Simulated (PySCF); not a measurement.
Start geometry of `O=C(Cl)c1ccco1` from GFN2-xTB (Å):
```
atom  x, y, z in Å
O1     2.7441    0.2260    0.9277
C2     1.9846    0.3625   -0.0107
Cl3    2.5841    0.8999   -1.5881
C4     0.6037    0.1163   -0.0407
C5    -0.2538   -0.3200    0.9784
C6    -1.5446   -0.3979    0.4390
C7    -1.4053   -0.0278   -0.8690
O8    -0.1416    0.2895   -1.1671
H9     0.0556   -0.5208    2.0107
H10   -2.4406   -0.7055    0.9519
H11   -2.1482    0.0517   -1.6476
```

What comes out of this run: PBE0-D3(BJ)/def2-SVP geometry optimisation, gas phase in PySCF 2.14.0?

```
atom  x, y, z in Å
O1     2.6825    0.3355    0.9636
C2     1.9932    0.4161   -0.0029
Cl3    2.6471    0.9146   -1.5782
C4     0.5666    0.1265   -0.0298
C5    -0.2492   -0.2757    1.0004
C6    -1.5426   -0.4259    0.4375
C7    -1.4084   -0.1049   -0.8878
O8    -0.1455    0.2276   -1.1733
H9     0.0666   -0.4354    2.0286
H10   -2.4566   -0.7320    0.9412
H11   -2.1115   -0.0736   -1.7168
```

The energy falls by 0.131 eV over 10 energy and gradient evaluations, the largest force component goes from 0.0576 to 3.4e-04 Eh/bohr, and the atoms move by 0.031 Å rms after alignment. The bond that changes most is C2–C4 (acyl halide carbon to substituted aromatic carbon), which lengthens by 0.053 Å. Bonds longer at the end by more than 0.005 Å: 5 of 11; shorter: 4. Among the angles that change most is C6–C7–H11, from 129.8° to 132.9°. Rotational constants go from 3886, 1300, 974.1 to 3915, 1271, 959.6 MHz. The orientation of the end geometry is arbitrary; only internal coordinates are fixed.

The run used 131 basis functions and 76 SCF cycles in all. Hardware: Arm Neoverse V1, one thread, no GPU, shared host with 32 logical CPUs at a one-minute load of 13. Cost: 70 s wall, 0.50 GiB resident at most.

No PBE0-D3(BJ)/def2-SVP frequencies stand behind this structure, so it isn't proved a minimum. One conformer, not necessarily the lowest.
